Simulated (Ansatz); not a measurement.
Consider the cleavage of the Si–Al bond: `C=[CH][Al]([CH3])[SiH3]` + `[SiH3]SS` → `[SiH3]SS[SiH3]` + `C=[CH][AlH][CH3]`.

Gas-phase electronic energies from Ansatz, PBE0-D4/def2-TZVP geometries. CCSD(T)/CBS adds triple-zeta CCSD(T) − MP2 to the extrapolated MP2 energy (def2 sets, frozen cores). DFT in def2-TZVPP. One conformer a species, not always the lowest.

```tsv
level	ΔE (kcal/mol)
ωB97X-V	-11.8
r2SCAN	-11.4
HF/CBS(def2)	-13.2
MP2/CBS(def2)	-15.5
```

(1) What does CCSD(T)/CBS give? (An estimate is asked.)

Largest T1 diagnostic among the species: 0.012.

Results:

(1) The calculation gave: -12.5 kcal/mol. The listed levels differ from it by 0.7, 1.1, -0.7, -3.0 kcal/mol.

From PBE to PBE0 (25 % exact exchange), in def2-TZVPP and without D4, ΔE moves by −0.9 kcal/mol. The D4 term adds −1.6 kcal/mol with B3LYP and −0.8 kcal/mol with PBE0; it sums over pairs of atoms, weighted by their polarisabilities, and B3LYP, whose exchange is more repulsive, gets the larger term.

B3LYP here is the variant with VWN-RPA as its local correlation; programs differ in this.
